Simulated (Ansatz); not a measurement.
C$_{4}$H$_{9}$LiO, charge +1, doublet, geometry from GFN2-xTB (such geometries of metal compounds can be far from the true shape) (a state made from the parent by changing its charge; the spin is typed, not shown lowest). Base run: Ansatz (a quantum-chemistry and plane-wave program) with PBE/def2-SV(P).

Input for Ansatz:
Ansatz 0.2 input:
```yaml
crystal:
  periodic: [false, false, false]
  atoms:
    - {symbol: Li, position_ang: [1.00275402, 1.90289940, 1.94010571]}
    - {symbol: O, position_ang: [0.42811941, 0.81981246, 0.84106518]}
    - {symbol: C, position_ang: [-0.07634044, -0.06171066, -0.00743218]}
    - {symbol: C, position_ang: [1.01719818, -1.15247791, -0.34195455]}
    - {symbol: C, position_ang: [-1.36757166, -0.71656562, 0.44818983]}
    - {symbol: C, position_ang: [-0.26881521, 0.62624137, -1.41888001]}
    - {symbol: H, position_ang: [0.63507046, -1.83349040, -1.09361338]}
    - {symbol: H, position_ang: [1.21378005, -1.68000699, 0.58880178]}
    - {symbol: H, position_ang: [1.93137196, -0.67982516, -0.68895318]}
    - {symbol: H, position_ang: [-1.20791031, -1.24093350, 1.39012098]}
    - {symbol: H, position_ang: [-1.73909090, -1.41960691, -0.29026196]}
    - {symbol: H, position_ang: [-2.12734785, 0.04276591, 0.63187034]}
    - {symbol: H, position_ang: [0.65988777, 1.08476246, -1.74564783]}
    - {symbol: H, position_ang: [-1.02408265, 1.39647012, -1.27974469]}
    - {symbol: H, position_ang: [-0.60172127, -0.11025644, -2.14094915]}
basis:
  gaussian:
    orbitals: def2-SV_P_.json
hamiltonian:
  xc: pbe
total_charge: 1
magnetization: {spin_polarized: true, initial_magnetization: 1}
```
The basis file holds def2-SV(P) in the JSON format of the Basis Set Exchange.

Each row names what was changed in the base input (with any setting that the change needs).

| change | basis functions | E (Eh) | core-seconds (rough) |
|---|---|---|---|
| base | 97 | -239.82182 | 8 |
| basis = pcseg-0 | ___ | ___ | 4 |
| basis = 6-31G | 72 | -239.96683 | 6 |
| basis = 6-31G* | ___ | ___ | 10 |
| basis = pc-1 | 124 | ___ | 8 |
| basis = def2-SVP | 124 | -239.84405 | 8 |
| basis = pcseg-1 | 124 | -239.97169 | 10 |
| basis = 6-31G** | 135 | -240.02868 | 8 |
| basis = 6-311++G** | 195 | -240.08476 | 10 |
| basis = aug-pcseg-1 | 209 | -239.98262 | 20 |
| basis = def2-TZVP | ___ | ___ | 20 |
| basis = pcseg-2 | 291 | -240.11177 | 30 |
| basis = pc-2 | 291 | -240.11806 | 30 |

Task: Complete the blanks.

Result: 
- basis = pcseg-0, basis functions: 69
- basis = pcseg-0, E (Eh): -239.41205
- basis = 6-31G*, basis functions: 108
- basis = 6-31G*, E (Eh): -240.01662
- basis = pc-1, E (Eh): -239.97669
- basis = def2-TZVP, basis functions: 223
- basis = def2-TZVP, E (Eh): -240.10755

Totals compare only among sets that treat the same electrons; sets with core potentials leave the core out.
